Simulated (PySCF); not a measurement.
CH5NOSi, SMILES CO[Si]N (connectivity only; charge and spin as stated), neutral, multiplicity 1. The structure is a stationary point at B3LYP-D3(BJ)/def2-SVP. Other conformers were not sampled.

The numbers are results of B3LYP-D3(BJ)/def2-SVP (PySCF), not measurements.

Harmonic wavenumbers (cm⁻¹): 101, 178, 197, 370, 466, 502, 690, 770, 824, 1135, 1169, 1200, 1470, 1472, 1476, 1537, 2980, 3045, 3095, 3540, 3640. Rotational constants (GHz): 11.24, 4.673, 3.372; symmetry number 1.

Q: Work out the zero-point energy and the ideal-gas rigid-rotor harmonic-oscillator thermochemistry at 298.15 K and 1 atm.

A: ZPE = ½ Σ hcν = ½ × 29857 cm⁻¹ = 42.68 kcal/mol. H − E(el) = 46.97 kcal/mol. Entropy in cal/(mol K): translation 38.87, rotation 25.01, vibration 11.35, total 75.23. G − E(el) = 24.54 kcal/mol. Cp = 20.87 cal/(mol K). Modes under 150 cm⁻¹ make the vibrational entropy uncertain.
